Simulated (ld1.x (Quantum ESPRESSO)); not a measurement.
# bromine: excitation energies, all-electron against RRKJ

ld1.x (Quantum ESPRESSO) 7.5 input, shortened:

```
&input
   title='Br', zed=35., rel=1, dft='PBE', iswitch=3,
   config='[Ar] 3d10 4s2 4p5 4d-2'
 /
 &inputp
   pseudotype=2, tm=.false., rho0=0.005, lloc=-1, rcloc=1.75,
   nlcc=.true.
 /
3
4S  1  0   2.00   0.00  1.30  1.30  0.0
4P  2  1   5.00   0.00  1.75  1.75  0.0
4D  3  2  -2.00   0.05  1.40  1.40  0.0
 &test
   configts(1)='4s2 4p5'
 /
```

Energies are relative to the spin-unpolarised reference configuration 4s2 4p5; without spin polarisation the order of configurations can differ from experiment. The frozen-core shift is the all-electron ΔE with the core orbitals held at their reference shape minus the fully relaxed ΔE.

```
valence configuration  charge  ΔE all-electron (eV)  error AE − PS (meV)  frozen-core shift (meV)
              4s2 4p4      +1                12.554                 -0.5                     +3.7
              4s2 4p3      +2                35.314                 +1.9                      +22
              4s2 4p2      +3                69.297                 +6.7                      +80
              4s1 4p6       0                12.371                 -9.8                     +4.5
              4s2 4p1      +4               115.321                 +8.5                     +216
```

(1) What are ΔE and the potential's error for 4s1 4p5?

(2) What are ΔE and the potential's error for 4s2 4p5.3?

Levels in the configuration 4s1 4p5:

```csv
level,all-electron (eV),pseudo (eV)
4s,-31.213,-31.230
4p,-18.129,-18.127
```

Note: ghost state, extra bound levels that the all-electron valence spectrum of the same l lacks: d at -7414.1 eV. A true bound ghost makes a file unfit for plane-wave use.

Results:

(1) ΔE = 25.558 eV all-electron; the error (AE − PS) is -11 meV.

(2) ΔE = -1.963 eV all-electron; the error (AE − PS) is +0.4 meV.

A variational frozen-core shift is positive and of second order in the change. This column holds negative values, so the frozen-core run of ld1.x carries numerical noise or an error of first order here, and the column gives no more than the rough size of the effect.
